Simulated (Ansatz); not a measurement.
Frontier orbitals of B2ClH5InN (`[BH2][In]([Cl])[BH]N`).

Total charge 0; spin multiplicity 1. Correlated methods include outer-core shells of In, which these sets cover unevenly. In: def2 effective core potential. The structure was optimised at the PBE0-D4/def2-TZVP level. It is one conformer, not always the lowest. Basis def2-TZVPP, Ansatz.

```json
{"functional": "r2SCAN", "HOMO (eV)": "-6.06", "LUMO (eV)": "-3.08"}
```

Problem. Give HOMO and LUMO (eV) with LDA (SPW92), PBE, revPBE, BLYP, B97M-V, PBE0, B3LYP, r2SCANh, r2SCAN0, HSE06 (plane-wave form), BHLYP, CAM-B3LYP, LC-ωPBE, ωB97X-V, ωB97M-V, HF. (Estimate.)

Solution. The calculation gave: 
```csv
functional,HOMO,LUMO
LDA (SPW92),-5.99,-3.73
PBE,-5.84,-3.42
revPBE,-5.78,-3.29
BLYP,-5.69,-3.23
B97M-V,-6.10,-3.15
PBE0,-6.92,-2.45
B3LYP,-6.72,-2.64
r2SCANh,-6.46,-2.75
r2SCAN0,-7.06,-2.26
HSE06 (plane-wave form),-6.53,-2.83
BHLYP,-7.88,-1.42
CAM-B3LYP,-8.17,-1.36
LC-ωPBE,-9.48,-0.19
ωB97X-V,-9.13,-0.30
ωB97M-V,-8.96,-0.56
HF,-9.37,0.66
```

B3LYP here is the variant with VWN-RPA as its local correlation; programs differ in this. LC-ωPBE has ω = 0.4 bohr⁻¹.
